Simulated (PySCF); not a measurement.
NICS in one family of compounds.

Probes without a nucleus sit at each ring's centroid and 1 Å off its mean plane on both sides; NICS is minus the shielding there, NICSzz its component along the normal. Level: GIAO PBE0/pcSseg-1 (PySCF, non-relativistic, gas phase) on the GFN2-xTB geometries, one conformer each. Atom numbers follow the mapped SMILES.

Question: Order these rings by mean NICS(1)zz, lowest (most negative) first (ppm).
A. ring C3–N4–N5–C6–S7 in `[O:1]=[CH:2][c:3]1[n:4][n:5][cH:6][s:7]1`
B. ring C5–N6–N7–C8–S9 in `[CH3:1][C:2]([CH3:3])([CH3:4])[c:5]1[n:6][n:7][cH:8][s:9]1`
C. ring C1–C2–C3–C4–C10–C11 in `[cH:1]1[cH:2][cH:3][c:4](-[c:5]2[n:6][n:7][cH:8][s:9]2)[cH:10][cH:11]1`
D. ring C3–N4–N5–C6–S7 in `[CH3:1][O:2][c:3]1[n:4][n:5][cH:6][s:7]1`
E. ring C2–N3–N4–C5–S6 in `[SiH3:1][c:2]1[n:3][n:4][cH:5][s:6]1`

Answer: E (-32.5), A (-30.1), B (-27.4), C (-25.7), D (-23.3).

```json
{"SMILES": "[SiH3]c1nncs1", "ring": "5-membered ring with 2 N and S; formal bonds all aromatic", "NICS(0)": "-13.9", "NICS(1)": "-13.6", "NICS(1)zz": "-32.5", "HOMA": "0.71", "rms pucker (Å)": "0.00", "ring atoms with four or more neighbours": "0"}
{"SMILES": "O=Cc1nncs1", "ring": "5-membered ring with 2 N and S; formal bonds all aromatic", "NICS(0)": "-12.7", "NICS(1)": "-13.1", "NICS(1)zz": "-30.1", "HOMA": "0.78", "rms pucker (Å)": "0.00", "ring atoms with four or more neighbours": "0"}
{"SMILES": "CC(C)(C)c1nncs1", "ring": "5-membered ring with 2 N and S; formal bonds all aromatic", "NICS(0)": "-12.2", "NICS(1)": "-12.2", "NICS(1)zz": "-27.4", "HOMA": "0.69", "rms pucker (Å)": "0.00", "ring atoms with four or more neighbours": "0"}
{"SMILES": "c1ccc(-c2nncs2)cc1", "ring": "6-membered carbocycle; formal bonds all aromatic", "NICS(0)": "-7.4", "NICS(1)": "-10.4", "NICS(1)zz": "-25.7", "HOMA": "0.99", "rms pucker (Å)": "0.00", "ring atoms with four or more neighbours": "0"}
{"SMILES": "COc1nncs1", "ring": "5-membered ring with 2 N and S; formal bonds all aromatic", "NICS(0)": "-11.7", "NICS(1)": "-10.7", "NICS(1)zz": "-23.3", "HOMA": "0.65", "rms pucker (Å)": "0.00", "ring atoms with four or more neighbours": "0"}
```

NICS(0) gives another order. The isotropic NICS(1) gives another order. Over the 5 rings with a HOMA value its correlation coefficient with NICS(1)zz is 0.08. HOMA uses Krygowski's 1993 parameters. NICS(1) and NICS(1)zz are means over the two faces.
